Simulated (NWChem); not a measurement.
Molecule: C₂H₆Cd; SMILES [CH3][Cd][CH3]

Program: NWChem. Structure relaxed at the PBE0/def2-SVP level. Not confirmed as a minimum by frequencies. def2 effective core potentials on Cd; no spin-orbit coupling. Ions are spin-unrestricted doublets at the neutral geometry; other ion states weren't tried.

For level PBE0/def2-SVP:

```
Property       Result
-------------  ------
−ε(HOMO) (eV)    6.83
```

Q: How do the values read with level PBE/def2-SVP instead?

A: The −ε(HOMO) (eV) is 5.72.
